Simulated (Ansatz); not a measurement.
Consider the formal exchange of groups at a Ga–Br bond: `C=[CH][Ga]([F])[Br]` + CH₄ → `C=[CH][Ga]([CH3])[F]` + HBr.

Program: Ansatz. Geometries: PBE0-D4/def2-TZVP. ΔE: electronic, gas phase. CBS: MP2 limit from def2 TZ/QZ plus the TZ coupled-cluster correction, frozen cores. This one scheme is used for every species. Functionals use def2-TZVPP. B3LYP here is the variant with VWN-RPA as its local correlation; programs differ in this. HSE06 is defined as in plane-wave codes. For Br, Ga outer-core shells are correlated without core-valence functions, which leaves a few kJ/mol of doubt a bond. Scalar relativity is left out up to krypton. One conformer a species, not always the lowest.

```tsv
level	ΔE (kJ/mol)	difference from CCSD(T)/CBS
LDA (SPW92)	128.3	-8.8
PBE-D4	137.0	-0.1
revPBE-D4	136.6	-0.5
BLYP-D4	138.8	1.7
r2SCAN-D4	144.7	7.6
B97M-V	145.5	8.4
PBE0-D4	141.6	4.5
B3LYP-D4	142.7	5.6
r2SCANh-D4	145.5	8.4
r2SCAN0-D4	146.8	9.7
HSE06-D4	142.1	5.0
CAM-B3LYP-D4	139.6	2.5
ωB97X-V	140.4	3.3
ωB97M-V	139.1	2.0
B2PLYP	143.4	6.3
PBE-QIDH	144.7	7.6
PBE	137.0	-0.1
revPBE	139.1	2.0
BLYP	139.3	2.2
PBE0	141.5	4.4
B3LYP	142.5	5.4
r2SCAN0	146.8	9.7
HSE06	141.9	4.8
BHLYP	148.8	11.7
CAM-B3LYP	139.3	2.2
RPA@PBE/def2-TZVPP	132.3	-4.8
HF/def2-SVP	159.3	22.2
MP2/def2-SVP	149.0	11.9
CCSD/def2-SVP	145.6	8.5
CCSD(T)/def2-SVP	144.9	7.8
HF/def2-TZVPP	162.2	25.1
MP2/def2-TZVPP	141.8	4.7
SCS-MP2/def2-TZVPP	142.7	5.6
CCSD(T)/def2-TZVPP	138.6	1.5
HF/def2-QZVPP	161.6	24.5
MP2/def2-QZVPP	140.7	3.6
SCS-MP2/def2-QZVPP	141.8	4.7
HF/CBS(def2)	161.5	24.4
MP2/CBS(def2)	140.3	3.2
CCSD/CBS(def2)	138.3	1.2
CCSD(T)/CBS	137.1	0
```

Largest T1 diagnostic among the species: 0.013.

From PBE to PBE0 (25 % exact exchange), in def2-TZVPP and without D4, ΔE moves by +4.5 kJ/mol. Leaving LDA and LC-ωPBE aside and taking each functional with its dispersion term where it has one, the values, not all of them listed here, spread over 14.0 kJ/mol, from revPBE-D4 to BHLYP-D4. LDA lies −8.7 kJ/mol from PBE without D4. At CCSD(T), def2-SVP lies +7.8 kJ/mol from the extrapolated value and def2-TZVPP +1.5 kJ/mol.

CCSD(T)/CBS has its own doubt, a few kJ/mol and more with outer-core shells, so smaller differences from it don't rank the levels.
